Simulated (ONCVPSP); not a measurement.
# germanium (Ge), ONCV: configuration errors across variants

```json
{
 "Element": "germanium",
 "Generator": "ONCVPSP 4.0.1",
 "Type": "optimised norm-conserving Vanderbilt (ONCV)",
 "Functional": "LDA (Perdew-Zunger)",
 "Relativity": "scalar-relativistic",
 "Frozen core": "[Ar] 3d10",
 "Valence charge": "4",
 "Reference configuration": "4s2 4p2",
 "Partial waves": "4s: rc 1.60 bohr, ncon 4, nbas 9, qcut 4.4 1/bohr, 1 projector; 4p: rc 1.60 bohr, ncon 4, nbas 7, qcut 4.5 1/bohr, local; d scattering state at 0.46 Ha: rc 1.95 bohr, ncon 3, nbas 7, qcut 5 1/bohr, 2 projectors, debl 3.4 Ha",
 "Local potential": "the p channel",
 "Core correction": "Teter function fitted to the true core (icmod 2), fcfact 0.55"
}
```

All-electron excitation energies from the reference (eV): (1) 4s2 4p1 7.636; (2) 4s2 4p0 23.352; (3) 4s1 4p0 58.570; (4) 4s1 4p3 8.044.

6 further variants failed, have other tests or another functional or relativity, and are left out.

A true bound ghost makes a file unfit for plane-wave use even where its test errors are small: the radial tests pick states by their node count and pass the ghost by.

Errors AE − PS in meV (a dash: test not solved or not reliable):

```tsv
change	(1)	(2)	(3)	(4)	bound ghosts	GHOST(+) flags above zero
base	-2.1	-24	-177	-7.4	s	none
p: nbas 8	-2.4	-26	-182	-7.6	s	none
s: nproj 2	-1.4	-18	-160	-7.1	none	none
core correction polynomial model core, fcfact 0.5	-6.3	-54	-275	-8.6	s	none
d: qcut 5.7	-2.1	-24	-177	-7.4	s	none
s: ncon 3, nbas 8	-2.1	-24	-177	-7.2	s	none
```

Task: Give the same row for: p: nproj 1; local potential polynomial inside 1.50 bohr (lpopt 5, dvloc0 0 Ha).

Result: +0.1, -9.2, -132, -6.0; bound ghosts: none; GHOST(+) flags above zero: s.
